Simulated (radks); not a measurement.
Spherical quantum dot in the effective-mass picture: electrons in a well V = -V0 / (1 + exp((r - R)/a)) with V0 = 60.2, R = 1.41, a = 0.075, with a point charge +2 (a donor) at the centre, all in effective atomic units (hartree* = m*/eps^2 hartree, bohr* = eps/m* bohr), one dielectric constant everywhere. Method: non-relativistic Kohn-Sham, LDA (Slater exchange, Perdew-Wang correlation), spin-polarised, spherical densities; computed with a radial shooting solver with Libxc functionals. Levels are named by radial order and angular momentum (1s, 1p, 1d, 2s, ...), and open shells are averaged over m. Each electron was tried in the lowest free levels, single moves between levels near the top were tried too, and the lowest total energy was kept; such a search can miss a lower state. At N = 1 the Hartree and exchange-correlation terms need not cancel, so that row can carry a self-interaction error.

N,open shells,2S,E (hartree*),mu = E(N) - E(N-1) (hartree*),addition energy mu(N+1) - mu(N) (hartree*),e(HOMO) (hartree*),rms radius (bohr*)
1,"1s(up 1, down 0)",1,-61.6584,-61.658,1.533,-61.074,0.6069
2,none,0,-121.784,-60.126,4.709,-59.559,0.6335
3,"1p(up 1, down 0)",1,-177.201,-55.417,0.9437,-54.954,0.7165
4,"1p(up 2, down 0)",2,-231.674,-54.473,0.9751,-53.988,0.7578
5,"1p(up 3, down 0)",3,-285.172,-53.498,1.279,-53.006,0.7840
6,"1p(up 3, down 1)",2,-337.392,-52.220,0.9246,-51.764,0.8035
7,"1p(up 3, down 2)",1,-388.687,-51.295,0.9501,-50.822,0.8187
8,none,0,-439.031,-50.345,4.151,-49.866,0.8311
9,"1d(up 1, down 0)",1,-485.226,-46.194,0.8883,-45.751,0.8496
10,"1d(up 2, down 0)",2,-530.531,-45.306,0.8945,-44.859,0.8647
11,"1d(up 3, down 0)",3,-574.943,-44.411,0.8979,-43.963,0.8773
12,"1d(up 4, down 0)",4,-618.456,-43.513,0.8998,-43.064,0.8882
13,"1d(up 5, down 0)",5,-661.070,-42.614,1.164,-42.163,0.8976
14,"1d(up 5, down 1)",4,-702.519,-41.449,0.8737,-41.014,0.9061
15,"1d(up 5, down 2)",3,-743.095,-40.576,0.8795,-40.137,0.9137
16,"1d(up 5, down 3)",2,-782.791,-39.696,0.8829,-39.255,0.9206
17,"1d(up 5, down 4)",1,-821.604,-38.813,0.8849,-38.371,0.9269
18,none,0,-859.533,-37.928,1.380,-37.486,0.9327
19,"2s(up 1, down 0)",1,-896.081,-36.549,1.306,-35.993,0.9321
20,none,0,-931.324,-35.243,3.569,-34.676,0.9309
21,"1f(up 1, down 0)",1,-962.998,-31.673,0.8485,-31.249,0.9381
22,"1f(up 2, down 0)",2,-993.823,-30.825,0.8495,-30.400,0.9448
23,"1f(up 3, down 0)",3,-1023.80,-29.975,0.8502,-29.550,0.9509
24,"1f(up 4, down 0)",4,-1052.92,-29.125,0.8505,-28.700,0.9566
25,"1f(up 5, down 0)",5,-1081.20,-28.275,0.8507,-27.849,0.9619
26,"1f(up 6, down 0)",6,-1108.62,-27.424,0.8506,-26.999,0.9669
27,"1f(up 7, down 0)",7,-1135.20,-26.573,1.082,-26.148,0.9717
28,"1f(up 7, down 1)",6,-1160.69,-25.492,0.8376,-25.073,0.9762
29,"1f(up 7, down 2)",5,-1185.34,-24.654,0.8387,-24.235,0.9804
30,"1f(up 7, down 3)",4,-1209.16,-23.815,0.8395,-23.396,0.9845
31,"1f(up 7, down 4)",3,-1232.13,-22.976,0.8399,-22.556,0.9883
32,"1f(up 7, down 5)",2,-1254.27,-22.136,0.8401,-21.716,0.9920
33,"1f(up 7, down 6)",1,-1275.57,-21.296,0.8401,-20.876,0.9955
34,none,0,-1296.02,-20.456,4.497,-20.036,0.9989
35,"2p(up 1, down 0)",1,-1311.98,-15.959,1.012,-15.455,0.9983
36,"2p(up 2, down 0)",2,-1326.93,-14.947,0.9829,-14.439,0.9978
37,"2p(up 2, down 0) 1g(up 1, down 0)",3,-1340.89,-13.964,0.8169,-13.556,1.002
38,"2p(up 2, down 0) 1g(up 2, down 0)",4,-1354.04,-13.148,0.8170,-12.732,1.006
39,"2p(up 2, down 0) 1g(up 3, down 0)",5,-1366.37,-12.331,0.8040,-11.880,1.009
40,"2p(up 1, down 0) 1g(up 5, down 0)",6,-1377.90,-11.527,0.7957,-11.140,1.017
41,"2p(up 1, down 0) 1g(up 6, down 0)",7,-1388.63,-10.731,-,-10.322,1.020

All shells are closed at N = 2, 8, 18, 20, 34 (there: 1s2 1p6 1d10 2s2 1f14); the second difference of the energy has clear peaks (12 % above both neighbours; the first and last values, which can be the largest, are not judged, and half-filled shells can peak too) at N = 2, 5, 8, 13, 20, 27, 34.
